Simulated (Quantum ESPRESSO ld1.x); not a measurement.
The numbers below are computed, except where a source is named.
Problem. All-electron atom: P in [Ne] 3s1 3p4 (not the ground configuration). Code: ld1.x of Quantum ESPRESSO 7.5. Model: scalar-relativistic Kohn-Sham, PBE, spin-unpolarised, spherical densities, point nucleus. Some entries of the table are withheld. Estimate them.

orbital,occ.,eigenvalue (eV),<r^2> (bohr^2),<1/r> (bohr^-1)
1s,2,(1),0.01445,14.65
2s,2,-175.527,0.3218,2.822
2p,6,-126.018,0.2953,(2)
3s,1,(3),(4),0.7292
3p,4,-6.0716,6.453,0.5860

Solution. 
(1) 1s eigenvalue (eV): -2085.75
(2) 2p <1/r> (bohr^-1): 2.710
(3) 3s eigenvalue (eV): -14.6746
(4) 3s <r^2> (bohr^2): 4.098
